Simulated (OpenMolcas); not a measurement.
Pt VIII: effect of the IPEA shift

```json
{
 "Program": "OpenMolcas 26.06",
 "Basis": "ANO-RCC-VTZP [8s7p5d3f1g]",
 "Scalar Hamiltonian": "DKH2, point nucleus",
 "Active space": "3 electrons in 5 orbitals (5d)",
 "State averaging": "2S+1 = 4 even, 10 roots; 2S+1 = 2 even, 40 roots",
 "Spin-orbit coupling": "state interaction with AMFI integrals over the reference wave functions, term energies averaged over their components"
}
```

Methods on the same reference wave functions:
A. CASSCF
B. MS-CASPT2, IPEA 0 Eh, imaginary shift 0.1 Eh (closed shells correlated: 5s 5p)
C. MS-CASPT2, IPEA 0.25 Eh, imaginary shift 0.1 Eh (closed shells correlated: 5s 5p)

Energies in cm-1 above 5d3 4F 3/2.

| Level | A | B | C |
| --- | --- | --- | --- |
| 5d3 4F 3/2 | 0.0 | 0.0 | 0.0 |
| 5d3 4F 5/2 | 9904 | 10490 | 10460 |
| 5d3 4F 7/2 | 17321 | 17540 | 17570 |
| 5d3 4P 1/2 [67 %] | 24717 | 22610 | 22780 |
| 5d3 2G 7/2 [73 %] | 33663 | 32420 | 32610 |
| 5d3 2H 9/2 [53 %] | 35007 | 34450 | 34510 |
| 5d3 4P 5/2 | 36090 | 34270 | 34360 |
| 5d3 2P 1/2 [67 %] | 43571 | 40770 | 40970 |
| 5d3 2H 11/2 | 46088 | 44580 | 44720 |
| 5d3 2D 5/2(1) | 50513 | 47420 | 47900 |
| 5d3 2G 9/2 [58 %] | 54386 | 53100 | 53280 |
| 5d3 2F 5/2 | 56564 | 52080 | 52350 |
| 5d3 2F 7/2 | 58253 | 54000 | 54310 |
| 5d3 2P 3/2 [56 %] | 60127 | 57130 | 57280 |
| 5d3 2D 3/2(2) | 84500 | 78600 | 78860 |
| 5d3 2D 5/2(2) | 86427 | 81190 | 81190 |

Between B and C the level of the table that moves most is 5d3 2D 5/2(1), by 480 cm-1 (lowest in B, highest in C). Moves below CASPT2's spread within the term are not significant.

From A to B the spin-free energies of the other terms of 5d3 shown, above 4F, scale by factors of 0.81 to 0.89, as is usual when dynamic correlation screens the repulsion within a d or f shell.

The lowest spin-free term lies below A's lowest term by 0.240 hartree in B, 0.235 hartree in C.

CASPT2 does not keep the components of a term degenerate, so their means are used; among the terms shown or strongly mixed into the levels shown the widest spread is 490 cm-1 (5d3 4F, C). Without dynamic correlation excited terms often stand tens of per cent too high (terms of higher spin than the ground term too low), and those without a measured partner can miss by more than the paired ones (holds for A). Only configurations of the active space appear. Levels that lie high or do not pair safely by name in every column are left out.

A share in square brackets marks a mixed level and gives the weight of the term that names it, the lowest over the columns. A number in round brackets counts repeated terms of one configuration in the order of the reference energies.
